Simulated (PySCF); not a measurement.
## Electron correlation in Ne²⁺ (neon, charge +2)

[He] 2s2 2p4, high-spin 3P determinant. Computed with PySCF 2.14 in 6-31G* (3s2p1d, 14 functions), with no relativity, point nucleus. Frozen: 1s2; 6 electrons correlated.

MP2 pair energies summed by pair of shells (mhartree):

```
 pair  energy  share (%)
2s-2p  -28.04       49.5
2p-2p  -24.70       43.6
2s-2s   -3.89        6.9
```

Total MP2 correlation energy: -56.63 mhartree.

Same-spin part -13.64 and opposite-spin part -42.99 mhartree; SCS-MP2 scales them by 1/3 and 6/5 to -56.14 mhartree.

```csv
level,correlation energy (mhartree)
CCSD,-66.07
(T),-0.73
CCSD(T),-66.80
```

Diagnostics: T1 = 0.0044, D1 = 0.0084, largest double amplitude 0.032.

Cost of the coupled-cluster step: 0.12 s of wall time on 1 thread of Neoverse-N1 (shared host), for 6 correlated electrons.

Iterations:

```
CC2 = 0
CCSD nocc = (np.int64(4), np.int64(2)), nmo = (13, 13)
frozen orbitals [[0], [0]]
max_cycle = 100
direct = 0
conv_tol = 1e-08
conv_tol_normt = 1e-06
diis_space = 8
diis_start_cycle = 0
Init t2, MP2 energy = -0.0566311064198746
Init E_corr(UCCSD) = -0.0566311064213538
cycle = 1  E_corr(UCCSD) = -0.0635484599432127  dE = -0.00691735352  norm(t1,t2) = 0.0202559
cycle = 2  E_corr(UCCSD) = -0.065349160460464  dE = -0.00180070052  norm(t1,t2) = 0.00558997
cycle = 3  E_corr(UCCSD) = -0.0660678181448839  dE = -0.000718657684  norm(t1,t2) = 0.0020523
cycle = 4  E_corr(UCCSD) = -0.0660688136562184  dE = -9.95511335e-07  norm(t1,t2) = 0.000425531
cycle = 5  E_corr(UCCSD) = -0.0660694775986234  dE = -6.63942405e-07  norm(t1,t2) = 5.32712e-05
cycle = 6  E_corr(UCCSD) = -0.0660692048681871  dE = 2.72730436e-07  norm(t1,t2) = 5.30425e-06
cycle = 7  E_corr(UCCSD) = -0.0660692489112178  dE = -4.40430308e-08  norm(t1,t2) = 1.00804e-06
cycle = 8  E_corr(UCCSD) = -0.0660692476998791  dE = 1.21133872e-09  norm(t1,t2) = 1.27906e-07
UCCSD converged
E(UCCSD) = -126.365879395909  E_corr = -0.06606924769987911
UCCSD(T) correction = -0.000727575713644066
```
